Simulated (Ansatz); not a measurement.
One geometry of Li2Al3⁻, several levels of theory.

```yaml
crystal:
  periodic: [false, false, false]
  atoms:
    - {symbol: Li, position_ang: [-2.034545, 0.820386, -0.842035]}
    - {symbol: Li, position_ang: [-0.492359, -0.127873, 1.735726]}
    - {symbol: Al, position_ang: [-0.261767, -1.206745, -0.727531]}
    - {symbol: Al, position_ang: [0.567343, 1.279233, -0.309453]}
    - {symbol: Al, position_ang: [2.221327, -0.765002, 0.143303]}
basis:
  gaussian: {orbitals: def2-TZVPD, initial_orbitals: start.molden}
total_charge: -1
magnetization: {spin_polarized: true, initial_magnetization: 2}
hamiltonian: {xc: {name: r2SCANh}, dispersion: d4}
scf: {omitted_lower_state_checks: [starts]}
output: {orbitals: {seedname: orbitals}}
```

The file start.molden holds the orbitals of an earlier run on this structure, at another level or in another basis.

```sh
$ ansatz run in.yaml --threads 4 --pin off --events-out ev --progress --plain --max-ram 3916MiB
```

It prints (some lines left out):

```
Functional definition: r2SCANh
1122 factors; their error is unknown
mean field evaluation 1: about -20198.0609 eV, gradient 4.2e0 eV
mean field evaluation 2: about -20198.1053 eV, gradient 9.7e-2 eV
mean field evaluation 4: about -20198.1172 eV, gradient 2.5e-2 eV
mean field evaluation 8: about -20198.1172 eV, gradient 2.3e-5 eV
mean field -20198.11719508 eV, -742.2671161435 hartree, gradient 1.3e-5 eV, S^2 2.238406; 0 other end points of the search recorded, 0 dependent functions left out
reference -20198.11724914 eV, -742.2671181304 hartree; 24, 22 occupied and 139, 141 virtual orbitals, 1122 factors
Total energy: -20198.15036439 eV, -742.2683350932 hartree
Checks for a lower state left out: starts
```

Run time 34 s (4 threads of Arm Neoverse N1 on a shared host), peak host memory 0.76 GiB.

Geometry: PBE-D4/def2-TZVPD.

The charge -1 triplet is spin-contaminated (final ⟨S²⟩ up to 2.24, 2.00 for a pure state). The structure comes from a short search, and lower isomers may exist.
